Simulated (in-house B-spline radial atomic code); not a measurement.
## How G0W0 and RPA depend on the start: Ar⁶⁺

Configuration [Ne] 3s2. Computed with a B-spline radial code for spherical atoms: all electrons, scalar-relativistic (spin-free one-electron X2C), finite nucleus, each spin shell either full or empty, empty states to l = 9 with an (l + 1/2)⁻⁴ tail; G0W0 by contour deformation at full frequency.

```
            start  mean-field 3s (eV)  G0W0 (eV)  QP weight  RPA correlation (Eh)
     Hartree-Fock             -122.46    -124.54      0.977              -0.69627
         LDA VWN5             -116.17    -125.06      0.958              -0.78432
              PBE             -116.04    -125.00      0.959              -0.78265
             PBE0             -117.92    -124.87      0.965              -0.75624
           r2SCAN             -116.30    -124.97      0.961              -0.76939
            HSE06             -117.57          ?          ?                     ?
  B3LYP (VWN-RPA)             -117.75    -124.90      0.963              -0.76173
             SCAN             -116.37    -124.96      0.961               -0.7693
             TPSS             -116.13    -124.99      0.959              -0.77787
        BHandHLYP             -119.79    -124.75      0.970              -0.73408
        CAM-B3LYP             -119.66    -124.80      0.968              -0.74813
          LC-wPBE             -121.27    -124.75      0.971              -0.74509
            wB97X             -120.72    -124.72      0.971              -0.74211
           PBEsol             -115.93    -125.02      0.959              -0.78296
             BLYP             -116.08          ?          ?                     ?
          r2SCAN0             -118.10    -124.85      0.966              -0.74777
LDA exchange-only             -114.50    -125.03      0.960              -0.78388
```

(1) What G0W0 level, weight and RPA correlation energy follow from the HSE06 start?

(2) What G0W0 level, weight and RPA correlation energy follow from the BLYP start?

(3) How much of the dependence on the start does G0W0 remove?

Answers

(1) G0W0 level -124.89 eV, weight 0.964, RPA correlation -0.7595 hartree.

(2) G0W0 level -125.00 eV, weight 0.958, RPA correlation -0.78321 hartree.

(3) The mean-field levels span 7.96 eV and the G0W0 levels 0.52 eV. Against 124.41 ± 0.06 eV (NIST, semi-empirical) the G0W0 removal energies are off by +0.13 to +0.65 eV, with spin-orbit coupling, Breit and QED terms left out.
